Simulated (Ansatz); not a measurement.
Consider the redistribution: `C=C[Si](C)(F)Cl` + `C[SiH](N)S` → `C[Si](N)(F)Cl` + `C=C[SiH](C)S`.

Program: Ansatz. Geometries: PBE0-D4/def2-TZVP. ΔE: electronic, gas phase. CBS: MP2 limit from def2 TZ/QZ plus the TZ coupled-cluster correction, frozen cores. Functionals use def2-TZVPP. Each species was taken in one conformer, which may not be the lowest.

(1) Is it downhill or uphill in electronic energy at CCSD(T)/CBS, and by how much? (Estimate.)

(2) What do these levels give: PBE-D4, r2SCAN-D4, ωB97X-V, B2PLYP, PBE, HF/def2-TZVPP, MP2/def2-TZVPP, SCS-MP2/def2-TZVPP, CCSD/def2-TZVPP, CCSD(T)/def2-TZVPP, HF/def2-QZVPP, HF/CBS(def2)? (An estimate is asked.)

Largest T1 diagnostic among the species: 0.011.

## Answers

(1) Ansatz gave: Downhill: ΔE = -0.13 eV.

(2) Ansatz gave: PBE-D4 -0.13, r2SCAN-D4 -0.13, ωB97X-V -0.13, B2PLYP -0.13, PBE -0.13, HF/def2-TZVPP -0.14, MP2/def2-TZVPP -0.14, SCS-MP2/def2-TZVPP -0.13, CCSD/def2-TZVPP -0.13, CCSD(T)/def2-TZVPP -0.13, HF/def2-QZVPP -0.14, HF/CBS(def2) -0.14 eV.
